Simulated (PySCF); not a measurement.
Two species compared at the same levels of theory.

First species: C₄H₇FO₂Si.
SMILES: `CC1=C(O[SiH2]O)[C@H]1F`

Second species: C4H7FO2Si.
InChI=1S/C4H7FO2Si/c5-8-4(6)7-3-1-2-3/h3H,1-2,8H2

Levels: CAM-B3LYP/def2-SVPD for dipole moment, HOMO energy, LUMO energy, HOMO–LUMO gap, static isotropic polarisability and electronic spatial extent ⟨r²⟩ about the centre of nuclear charge; TDDFT CAM-B3LYP/def2-SVPD for lowest singlet excitation; TDA CAM-B3LYP/def2-SVPD for lowest triplet excitation (Tamm–Dancoff); GFN2-xTB for rotational constant A and rotational constant C. Geometries: GFN2-xTB. Each species is one conformer at its optimised geometry, gas phase, non-relativistic unless stated. Electronic properties by PySCF.

The conformers computed, where there is a choice (atom-mapped SMILES and torsion angles):
- `[CH3:1][C:2]1=[C:3]([O:4][SiH2:5][OH:6])[C@H:7]1[F:8]`: C2–C3–O4–Si5 165°, C3–O4–Si5–O6 -16°, H–O6–Si5–O4 -23°
- `[O:1]=[C:2]([O:3][CH:4]1[CH2:5][CH2:6]1)[SiH2:7][F:8]`: O1–C2–O3–C4 0°, C2–O3–C4–C5 146°, O1–C2–Si7–F8 172°

Values for the first species:

| Item | Value |
| --- | --- |
| Dipole moment | 1.97 D |
| HOMO energy | -8.63 eV |
| LUMO energy | 0.92 eV |
| HOMO–LUMO gap | 9.55 eV |
| Lowest singlet excitation | 6.59 eV |
| Lowest triplet excitation (Tamm–Dancoff) | 5.01 eV |
| Static isotropic polarisability | 77.8 au |
| Electronic spatial extent ⟨r²⟩ about the centre of nuclear charge | 1342 bohr² |
| Rotational constant A | 3.123 GHz |
| Rotational constant C | 0.840 GHz |

(1) Estimate the same properties for the second species, and the change in each.

## Answers

(1) 
```tsv
property	first	second	second less first
dipole moment	1.97 D	0.99 D	-0.98 D
HOMO energy	-8.63 eV	-9.48 eV	-0.85 eV
LUMO energy	0.92 eV	0.28 eV	-0.64 eV
HOMO–LUMO gap	9.55 eV	9.76 eV	+0.21 eV
lowest singlet excitation	6.59 eV	5.15 eV	-1.44 eV
lowest triplet excitation (Tamm–Dancoff)	5.01 eV	4.49 eV	-0.52 eV
static isotropic polarisability	77.8 au	77.8 au	0.0 au
electronic spatial extent ⟨r²⟩ about the centre of nuclear charge	1342 bohr²	1425 bohr²	+83 bohr²
rotational constant A	3.123 GHz	3.195 GHz	+0.072 GHz
rotational constant C	0.840 GHz	0.789 GHz	-0.051 GHz
```

On the first: The polarisability is 11.53 Å³ as a volume (1 au = 0.148185 Å³), or 1.11 au for each of the 70 electrons. The 8 singlets span 6.59 to 8.11 eV, and their oscillator strengths add up to 0.39.

On the second: The 8 singlets span 5.15 to 8.20 eV, and their oscillator strengths add up to 0.26. S1 lies 4.61 eV below the HOMO–LUMO gap.
